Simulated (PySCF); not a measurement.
ZnI, SMILES [Zn][I] (connectivity only; charge and spin as stated), neutral, multiplicity 2.

Coordinates come from a B3LYP-D3(BJ)/def2-TZVP optimisation. The spin state was assumed, not searched. The def2 effective core potentials stand for the cores of I; spin–orbit coupling is left out.

All values below come from PySCF with B3LYP-D3(BJ)/def2-TZVP.

Frequencies are harmonic and unscaled.

Problem. List the normal modes with their intensities. (An estimate is asked for; the answer gives what the named calculation found.)

Solution. 
```csv
mode,ν (cm⁻¹),IR (km/mol),moving atoms (share of kinetic energy)
1,198,13.1,"Zn 66 %, I 34 %"
```
